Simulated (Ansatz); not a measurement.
C3H7AlF2O (`CC(C)[O][Al]([F])[F]`) at its PBE0-D4/def2-TZVP geometry, where that method's forces vanish. Charge 0, multiplicity 1.

```json
{"atom": "C1", "x (Å)": "0.084", "y (Å)": "1.472", "z (Å)": "-0.454"}
{"atom": "C2", "x (Å)": "-0.549", "y (Å)": "0.401", "z (Å)": "0.411"}
{"atom": "C3", "x (Å)": "-1.378", "y (Å)": "-0.575", "z (Å)": "-0.400"}
{"atom": "O4", "x (Å)": "0.441", "y (Å)": "-0.287", "z (Å)": "1.150"}
{"atom": "Al5", "x (Å)": "1.760", "y (Å)": "-1.231", "z (Å)": "0.776"}
{"atom": "F6", "x (Å)": "2.202", "y (Å)": "-1.574", "z (Å)": "-0.766"}
{"atom": "F7", "x (Å)": "2.670", "y (Å)": "-1.855", "z (Å)": "1.983"}
{"atom": "H8", "x (Å)": "-0.680", "y (Å)": "2.060", "z (Å)": "-0.968"}
{"atom": "H9", "x (Å)": "0.685", "y (Å)": "2.151", "z (Å)": "0.155"}
{"atom": "H10", "x (Å)": "0.728", "y (Å)": "1.018", "z (Å)": "-1.215"}
{"atom": "H11", "x (Å)": "-1.198", "y (Å)": "0.884", "z (Å)": "1.152"}
{"atom": "H12", "x (Å)": "-1.809", "y (Å)": "-1.341", "z (Å)": "0.248"}
{"atom": "H13", "x (Å)": "-2.196", "y (Å)": "-0.061", "z (Å)": "-0.911"}
{"atom": "H14", "x (Å)": "-0.760", "y (Å)": "-1.063", "z (Å)": "-1.160"}
```

For each bond, give half the difference of the two atoms' forces along it (eV/Å; positive pushes the atoms apart) under PBE-D4, r2SCAN-D4, B3LYP-D4, ωB97M-V in def2-TZVPP. (Estimate.)

The calculation gave: 
| bond | length (Å) | PBE-D4 | r2SCAN-D4 | B3LYP-D4 | ωB97M-V |
| --- | --- | --- | --- | --- | --- |
| C1–C2 | 1.516 | -0.02 | 0.05 | 0.12 | 0.11 |
| C1–H8 | 1.093 | 0.09 | -0.03 | -0.07 | -0.07 |
| C1–H9 | 1.092 | 0.09 | -0.04 | -0.07 | -0.07 |
| C1–H10 | 1.095 | 0.11 | -0.02 | -0.07 | -0.06 |
| C2–C3 | 1.516 | -0.02 | 0.05 | 0.12 | 0.11 |
| C2–O4 | 1.414 | 0.22 | 0.25 | 0.27 | 0.17 |
| C2–H11 | 1.097 | 0.11 | -0.07 | -0.18 | -0.19 |
| C3–H12 | 1.092 | 0.09 | -0.04 | -0.07 | -0.07 |
| C3–H13 | 1.093 | 0.09 | -0.03 | -0.07 | -0.07 |
| C3–H14 | 1.095 | 0.11 | -0.02 | -0.07 | -0.06 |
| O4–Al5 | 1.665 | 0.04 | -0.07 | -0.11 | -0.07 |
| Al5–F6 | 1.640 | 0.27 | 0.02 | 0.09 | 0.08 |
| Al5–F7 | 1.635 | 0.30 | 0.03 | 0.07 | 0.08 |

B3LYP here is the variant with VWN-RPA as its local correlation; programs differ in this.

All numbers were calculated with Ansatz.
